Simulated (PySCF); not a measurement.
## How methods differ on the ionisation energy of Ar²⁺

Ar²⁺ [Ne] 3s2 3p4 (3P) → Ar³⁺ [Ne] 3s2 3p3 (4S), as a difference of total energies. Calculation: PySCF 2.14, in aug-cc-pV(D+d)Z (5s4p3d, 32 functions); no relativity, point nucleus. Correlated levels: valence: [Ne] frozen. The calculations carry no spin-orbit coupling.

| method | ionisation energy (eV) | difference from reference (eV) |
| --- | --- | --- |
| UHF | 39.320 | -1.415 |
| r2SCAN | 40.623 | -0.112 |
| B3LYP | 40.860 | +0.125 |
| MP2 (valence) | 39.809 | -0.926 |
| SCS-MP2 (valence) | 39.828 | -0.907 |
| CCSD (valence) | 39.824 | -0.911 |
| CCSD(T) (valence) | 39.838 | -0.897 |

Reference: 40.735 ± 0.012 eV (semi-empirical (NIST evaluation); NIST Atomic Spectra Database, ionization energies).

The reference lies between the lowest fine-structure levels, while these numbers refer to the centres of the terms.

Errors of the correlated levels include the incompleteness of this basis and the frozen core.
